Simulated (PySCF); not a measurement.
## Orbital picture of BiAs

PBE at R = 2.385 Å; PySCF, scalar-relativistic core potentials, basis sets Bi def2-SVP with ECP60, As def2-SVP. State: ¹Σ⁺ (singlet), closed shell. Only the outer orbitals are listed, counted within each symmetry, core potentials removing the inner ones.

| orbital | occ. | ε (eV) | on Bi (%) | main shells (%) |
| --- | --- | --- | --- | --- |
| 10σ | 2 | -15.87 | 62 | 60 Bi s, 34 As s |
| 11σ | 2 | -12.31 | 40 | 58 As s, 35 Bi s |
| 12σ | 2 | -6.17 | 47 | 48 As p, 44 Bi p |
| 6π | 2 | -5.76 | 48 | 51 As p, 48 Bi p |
| 6π | 2 | -5.76 | 48 | 51 As p, 48 Bi p |
| 7π | 0 | -3.27 | 52 | 51 Bi p, 47 As p |
| 7π | 0 | -3.27 | 52 | 51 Bi p, 47 As p |
| 13σ | 0 | -0.08 | 63 | 62 Bi p, 41 As p |

**Question.** Which are the highest filled and the lowest empty level, where do they sit, and how wide is the gap?

**Answer.** Highest filled 6π at -5.76 eV (in %: 51 As p, 48 Bi p); lowest empty 7π at -3.27 eV (in %: 51 Bi p, 47 As p); the gap at PBE is 2.49 eV.

| Property | Result |
| --- | --- |
| bond order (Mayer) | 2.96 |
| ⟨S²⟩ | 0.000 |
| charge on Bi (Mulliken, basis-dependent) | 0.09 |
| charge on Bi (Löwdin, basis-dependent) | 0.09 |
| dipole moment (positive dipole means Bi(−)As(+)) | -1.45 D |
| polarisability along the bond | 108.2 bohr³ |
| polarisability across the bond | 37.8 bohr³ |

Spin–orbit coupling is left out, which matters for elements this heavy, above all for dissociation energies.
